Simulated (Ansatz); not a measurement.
```xyz
14

N    -0.481    1.474    1.015
Si    0.469    0.424    0.067
Si    2.004   -0.930    1.188
Cl    1.510    1.682   -1.197
O    -0.491   -0.572   -0.791
Si   -1.875   -0.499   -1.682
H    -1.064    1.132    1.761
H    -0.210    2.434    1.150
H     2.735   -1.810    0.239
H     2.980   -0.078    1.917
H     1.287   -1.780    2.179
H    -3.053   -0.457   -0.778
H    -1.935   -1.724   -2.514
H    -1.876    0.703   -2.552
```

Charge 0, multiplicity 1.

Q: List the ωB97M-V/def2-TZVPP orbital energies in eV (Ansatz). (Best estimate.)

A: Computed: Occupied: -2771.75, -1808.44, -1807.55, -1806.76, -526.32, -394.46, -262.17, -199.62, -199.52, -199.51, -149.29, -148.54, -147.89, -103.47, -103.41, -103.37, -102.69, -102.63, -102.63, -102.00, -102.00, -102.00, -30.92, -26.96, -25.59, -19.33, -17.85, -16.88, -16.70, -15.12, -14.38, -14.19, -13.27, -12.34, -12.20, -12.01, -11.72, -11.51, -11.30, -10.91, -9.78. Lowest empty: 1.59, 1.89, 2.18, 2.56, 3.05, 3.24, 3.36, 3.40.
